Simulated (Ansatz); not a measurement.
One change: `Cl[SiH]1CO1` becomes `[AsH2][SiH]1CO1`.

Ansatz, PBE0-D4/def2-TZVP geometries, multiplicity 1. 

Scalar relativity is left out up to krypton.

| property | `Cl[SiH]1CO1` |
| --- | --- |
| HOMO–LUMO gap (ωB97M-V/def2-TZVPP) / eV | 11.59 |
| HOMO–LUMO gap (PBE0/def2-TZVPP) / eV | 7.57 |
| LUMO energy (PBE0/def2-TZVPP) / eV | -0.33 |
| HOMO–LUMO gap (PBE/def2-TZVPP) / eV | 5.41 |
| HOMO energy (PBE0/def2-TZVPP) / eV | -7.89 |
| LUMO energy (PBE/def2-TZVPP) / eV | -1.18 |

Give the same properties after the change, and the shifts. (Estimate.)

Ansatz gave: 
```tsv
property	`[AsH2][SiH]1CO1`	shift
HOMO–LUMO gap (ωB97M-V/def2-TZVPP) / eV	10.92	-0.67
HOMO–LUMO gap (PBE0/def2-TZVPP) / eV	6.93	-0.64
LUMO energy (PBE0/def2-TZVPP) / eV	-0.61	-0.28
HOMO–LUMO gap (PBE/def2-TZVPP) / eV	4.88	-0.53
HOMO energy (PBE0/def2-TZVPP) / eV	-7.55	0.34
LUMO energy (PBE/def2-TZVPP) / eV	-1.44	-0.26
```

With PBE0 the HOMO rises by 0.34 eV and the LUMO falls by 0.28 eV, so the gap narrows by about 0.62 eV. PBE moves the HOMO by 0.27 eV and ωB97M-V by 0.41 eV.
